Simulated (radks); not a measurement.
Results of a calculation; reference values are marked as such.
Ionisation of Ge+, [Ar] 3d10 4s2 4p1, to Ge2+, [Ar] 3d10 4s2, under several functionals. Dirac Kohn-Sham, spin-unpolarised, spherical densities, finite nucleus; open shells fill j = l - 1/2 first; a radial shooting solver on a logarithmic mesh with Libxc functionals.

functional                                        E(Ge+) (hartree)  Exc (hartree)  IE (eV)  -e(HOMO) (eV)  <r> HOMO (bohr)  IE error (eV)
BP86                                                   -2099.24271      -79.95842   15.771         11.525            2.514         -0.164
AM05                                                   -2095.88272      -76.54248   15.574         11.337            2.519         -0.361
exchange-only B88                                      -2097.54974      -78.23377   14.852         10.603            2.567         -1.083
PBEsol                                                 -2097.11259      -77.79050   15.617         11.382            2.518         -0.318
BLYP                                                   -2099.05735      -79.76434   15.623         11.324            2.538         -0.311
OLYP                                                   -2099.55438      -80.34137   15.335         11.127            2.560         -0.599
RPBE                                                   -2098.87698      -79.58853   15.506         11.293            2.545         -0.429
revPBE                                                 -2098.81460      -79.52532   15.516         11.299            2.536         -0.418
LDA (Slater exchange, Perdew-Zunger correlation)       -2095.70831      -76.36187   15.887         11.603            2.510         -0.047

NIST Atomic Spectra Database: 15.935 eV (measured). Closest: LDA (Slater exchange, Perdew-Zunger correlation). The Delta-SCF values span 1.04 eV, the total energies 3.85 hartree. The highest occupied level is 4p1/2. Spin polarisation and multiplet splitting are left out, so open shells lie too high by an amount that depends on their filling.

Beside tabulated values, note that spin-unpolarised runs miss the spin-polarisation part of the exchange energy of open shells.
